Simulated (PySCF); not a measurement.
Run record: geometry optimisation, `[H][Pd]([F])(<-[P](F)(F)F)<-[P](F)(F)F` (trans-PdH(PF3)2F).

Computed with PBE0-D3(BJ)/def2-SVP geometry optimisation, gas phase, def2 core potentials past Kr (PySCF 2.14.0). Start geometry: GFN2-xTB. A driver script takes a list of jobs; this job's settings line and coordinates (Å) are shown.

Input:
```
{"job": {"xc": "PBE0", "basis": "def2-SVP", "d3": "d3bj", "grid": 1, "maxiter": 30, "shake": 0.03, "kind": "geom"}, "charge": 0, "multiplicity": 1}
Pd     0.457520    -0.111560    -0.003820
H      1.859230    -0.166490    -0.229990
P     -0.025620     2.111140    -0.053970
F     -0.849970     2.678350    -1.123340
F      1.066910     3.296940    -0.242530
F     -0.639490     2.764280     1.234420
F     -1.521320     0.509540     0.242100
P      0.114240    -2.176740     0.025620
F     -1.130110    -2.774890     0.937000
F      1.107590    -3.292630     0.531060
F     -0.340920    -2.923440    -1.285660
```

Q: Give the output.

A: 
```
step   0  E = -1508.58315434  max force = 0.087739
step   1  E = -1508.60547683  max force = 0.064335
step   2  E = -1508.61373166  max force = 0.024609
step   3  E = -1508.61953099  max force = 0.022401
step   4  E = -1508.61990086  max force = 0.017712
step   5  E = -1508.62291041  max force = 0.010083
step   6  E = -1508.62469215  max force = 0.005678
step   7  E = -1508.62524864  max force = 0.005838
step   8  E = -1508.62590421  max force = 0.004245
step   9  E = -1508.62639167  max force = 0.002096
... (5 lines left out)
step  15  E = -1508.62671605  max force = 0.001722
step  16  E = -1508.62677160  max force = 0.002092
step  17  E = -1508.62680956  max force = 0.002825
step  18  E = -1508.62685626  max force = 0.001348
step  19  E = -1508.62688801  max force = 0.000692
step  20  E = -1508.62688742  max force = 0.000605
step  21  E = -1508.62689072  max force = 0.000594
step  22  E = -1508.62689257  max force = 0.000567
step  23  E = -1508.62689598  max force = 0.000490
step  24  E = -1508.62690042  max force = 0.000415
optimisation converged
```

Energies in Eh; «max force» is the largest Cartesian gradient component in Eh/bohr.

Q: Give the first gradient maximum in eV/Å.

A: With 1 Eh/bohr = 51.422 eV/Å, 4.512 eV/Å.

Q: How much energy does the optimisation release, in kJ/mol?

A: E(step 0) − E(last step) = 0.043746 Eh, which is 114.9 kJ/mol.

Summary of the converged run: final energy -1508.62690 Eh after 24 steps; dipole 3.45 D.

Q: Where do the atoms end?

A: 0.456 Å rms from the input after alignment:
```
atom  x, y, z in Å
Pd1    0.0546   -0.1266    0.0252
H2     1.5102    0.0151   -0.3762
P3    -0.5703    2.0410    0.0450
F4    -1.5325    2.6562   -1.0453
F5     0.6384    3.0377   -0.3270
F6    -0.9170    2.8145    1.3774
F7    -1.8873    0.8857    0.4615
P8     0.5455   -2.3086   -0.0045
F9    -0.4299   -3.4088    0.5692
F10    1.8652   -2.7562    0.7289
F11    0.8212   -2.9355   -1.4234
```

Q: How long does this job take on one thread of an Arm Neoverse V1, no GPU (shared host)? And the peak memory of the process?

A: About 9.6 min, with 0.78 GiB resident at the peak, the Python interpreter and its libraries included.
Labels such as C1 count atoms from 1, the log's own numbers from 0.
